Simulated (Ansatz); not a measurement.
Start from `CO[SiH](Cl)OC` and change one atom or group to get `CO[SiH](Cl)O[SiH3]`.

Ansatz, PBE0-D4/def2-TZVP geometries, multiplicity 1. Each molecule was computed in one conformer, which needn't be the lowest.

```tsv
property	`CO[SiH](Cl)OC`
LUMO energy (ωB97M-V/def2-TZVPP) / eV	2.52
HOMO–LUMO gap (ωB97M-V/def2-TZVPP) / eV	13.50
HOMO energy (ωB97M-V/def2-TZVPP) / eV	-10.98
LUMO energy (B3LYP/def2-TZVPP) / eV	0.63
size of the dipole moment (ωB97M-V/def2-TZVPP) / D	0.96
LUMO energy (PBE/def2-TZVPP) / eV	0.02
```

(1) What does the change do to each property? (An estimate is asked.)

## Answers

(1) Ansatz gave: 
```csv
property,`CO[SiH](Cl)O[SiH3]`,shift
LUMO energy (ωB97M-V/def2-TZVPP) / eV,1.86,-0.66
HOMO–LUMO gap (ωB97M-V/def2-TZVPP) / eV,12.97,-0.53
HOMO energy (ωB97M-V/def2-TZVPP) / eV,-11.11,-0.13
LUMO energy (B3LYP/def2-TZVPP) / eV,-0.05,-0.68
size of the dipole moment (ωB97M-V/def2-TZVPP) / D,1.36,0.40
LUMO energy (PBE/def2-TZVPP) / eV,-0.74,-0.76
```

With PBE0 the HOMO falls by 0.15 eV and the LUMO falls by 0.72 eV, so the gap narrows by about 0.57 eV. PBE moves the HOMO by -0.18 eV and ωB97M-V by -0.13 eV. Dipoles are sizes alone; their direction can turn.

B3LYP here is the variant with VWN-RPA as its local correlation; programs differ in this.
